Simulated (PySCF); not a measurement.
HN$_{2}$ (SMILES N#[NH+]), charge +1, singlet, geometry from GFN2-xTB. Base run: DF-PBE/6-31G* run with PySCF.

PySCF was given this input:
```python
from pyscf import gto, scf, dft

mol = gto.Mole()
mol.atom = '''
    N    -0.00000000   -0.00000000   -0.64481385
    N     0.00000000    0.00000000    0.43538188
    H     0.00000000    0.00000000    1.46602381
'''
mol.basis = '6-31g*'
mol.charge = 1
mol.verbose = 4
mol.build()

mf = dft.RKS(mol)
mf.xc = 'pbe'
mf = mf.density_fit(auxbasis='def2-universal-jkfit')
mf.kernel()
```

Each row names what was changed in the base input (with any setting that the change needs).

| change | basis functions | E (Eh) | HOMO (eV) | HOMO-LUMO gap (eV) |
|---|---|---|---|---|
| base | 30 | -109.59626 | -20.24 | 8.82 |
| basis = STO-3G | ___ | ___ | ___ | ___ |
| basis = 6-31G | ___ | ___ | ___ | ___ |
| basis = pcseg-1 | 33 | -109.58251 | -20.33 | 8.82 |
| basis = def2-SVP | 33 | -109.51971 | -20.15 | 8.62 |
| basis = 6-311++G** | 51 | -109.63459 | -20.27 | 8.79 |
| basis = 6-311+G(2d,p) | ___ | ___ | ___ | ___ |
| basis = def2-TZVP | 68 | -109.64892 | -20.24 | 8.78 |
| basis = pc-2 | 74 | -109.65154 | -20.25 | 8.78 |
| basis = pcseg-2 | 74 | -109.64853 | -20.25 | 8.77 |
| basis = def2-TZVPD | ___ | ___ | -20.24 | 8.77 |
| basis = aug-cc-pVTZ | 115 | -109.64614 | -20.26 | 8.78 |
| basis = def2-QZVP | 144 | -109.65594 | -20.25 | 8.77 |

Task: What belongs in the gaps?

Result: 
- basis = STO-3G, basis functions: 11
- basis = STO-3G, E (Eh): -108.13188
- basis = STO-3G, HOMO (eV): -20.43
- basis = STO-3G, HOMO-LUMO gap (eV): 8.58
- basis = 6-31G, basis functions: 20
- basis = 6-31G, E (Eh): -109.55596
- basis = 6-31G, HOMO (eV): -20.11
- basis = 6-31G, HOMO-LUMO gap (eV): 8.50
- basis = 6-311+G(2d,p), basis functions: 60
- basis = 6-311+G(2d,p), E (Eh): -109.63719
- basis = 6-311+G(2d,p), HOMO (eV): -20.28
- basis = 6-311+G(2d,p), HOMO-LUMO gap (eV): 8.80
- basis = def2-TZVPD, basis functions: 83
- basis = def2-TZVPD, E (Eh): -109.64915

Totals compare only among sets that treat the same electrons; sets with core potentials leave the core out.
